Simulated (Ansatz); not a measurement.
Compare A (`[NH2][AlH][CH]([SiH3])Cl`) with its isomer B (`[CH3][AlH][NH][SiH2]Cl`).

Gas-phase electronic energies from Ansatz, PBE0-D4/def2-TZVP geometries. CCSD(T)/CBS adds triple-zeta CCSD(T) − MP2 to the extrapolated MP2 energy (def2 sets, frozen cores). DFT in def2-TZVPP. One conformer a species, not always the lowest.

Task: Which is lower in electronic energy at CCSD(T)/CBS, and by how much? (Estimate.)

Result: Ansatz gave: B, by 56.0 kcal/mol.

Task: Give E(B) − E(A) in kcal/mol with B2PLYP, PBE0-D4, HF/def2-TZVPP, CCSD(T)/def2-TZVPP, PBE-D4, r2SCAN-D4, CCSD/def2-TZVPP. (Estimate.)

Result: Ansatz gave: B2PLYP -56.9, PBE0-D4 -54.8, HF/def2-TZVPP -60.4, CCSD(T)/def2-TZVPP -55.8, PBE-D4 -52.6, r2SCAN-D4 -56.3, CCSD/def2-TZVPP -56.7. None reverses the order clearly.

Largest T1 diagnostic: 0.011.

From PBE to PBE0 (25 % exact exchange), in def2-TZVPP and without D4, E(B) − E(A) moves by −2.1 kcal/mol. In def2-TZVPP, CCSD(T) changes the Hartree–Fock value by +4.6 kcal/mol (the triples alone add +0.8 kcal/mol) and MP2 by +2.8 kcal/mol.
